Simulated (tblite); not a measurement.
All values are computed: GFN2-xTB (tblite) harmonic vibrations without scaling, gas phase. Against measured fundamentals such values can be off by several per cent, at times by over 20. One conformer each. Thermal functions are those of the rigid rotor and harmonic oscillator, without mixing of conformers.

Problem. Order these by their zero-point energy, highest first (kJ/mol).
A. `s1c(cc(c1)CC)C(Cl)=O`
B. `CC[C@@H]1[C@H](C)P1NC`
C. `C=CP(N)CCCC`
D. `C1(/P=C(\C)F)CCCCC1`

Solution. D (535.3), B (500.8), C (495.3), A (317.4).

| SMILES | atoms | mass (u) | symmetry number | modes under 300 cm⁻¹ | ZPE (kJ/mol) | S translation (J/(mol K)) | S rotation | S vibration | S | Cp |
| --- | --- | --- | --- | --- | --- | --- | --- | --- | --- | --- |
| C/C(F)=P\C1CCCCC1 | 24 | 160.08 | 1 | 8 | 535.3 | 182.9 | 133.8 | 241.4 | 558.1 | 282.0 |
| CC[C@@H]1[C@H](C)P1NC | 22 | 131.09 | 1 | 10 | 500.8 | 180.4 | 129.1 | 228.1 | 537.5 | 257.3 |
| C=CP(N)CCCC | 22 | 131.09 | 1 | 10 | 495.3 | 180.4 | 130.8 | 251.4 | 562.6 | 264.0 |
| CCc1csc(C(=O)Cl)c1 | 17 | 173.99 | 1 | 7 | 317.4 | 183.9 | 135.7 | 216.6 | 536.3 | 231.5 |

Entropies and Cp are for 500 K and 1 bar.
